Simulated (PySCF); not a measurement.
Molecule: C4H7O, net charge -1, singlet state. It need not be the lowest isomer of its formula. Whether it binds its extra electron was not tested at this geometry. SMILES: CC(C)[C-]=O
Coordinates optimised at B3LYP-D3(BJ)/def2-TZVP (Ansatz):
```
C
H 1 1.1015
C 1 1.5193 2 109.05
H 3 1.0956 1 109.35 2 62.62
H 3 1.0975 4 106.50 1 -118.88
H 3 1.0975 4 109.06 5 -116.00
C 1 1.5211 2 109.50 3 -124.98
H 7 1.0953 1 108.53 2 -67.90
H 7 1.0974 8 107.23 1 118.97
H 7 1.0980 8 109.16 9 115.97
C 1 1.6425 2 102.13 3 115.47
O 11 1.2325 1 112.12 2 83.02
```
Charge -1, spin multiplicity 1.

Dispersion corrections to the total energy (kcal/mol) from the dftd3 and dftd4 libraries through PySCF: D3(BJ) without and D4 with the three-body term, each with the damping fitted for the functional named.

| functional | D3(BJ) | D4 |
|---|---|---|
| B2GP-PLYP | -2.78 | -2.38 |
| BLYP | -10.96 | -12.84 |
| TPSS | -6.57 | … |
| PBE0 | -4.48 | … |
| r2SCAN | -1.47 | -1.48 |
| PBE | -5.32 | -5.72 |
| BP86 | -7.88 | … |

Question: What belongs in the gaps?

Answer: 
- TPSS, D4: -7.75
- PBE0, D4: -4.78
- BP86, D4: -7.39
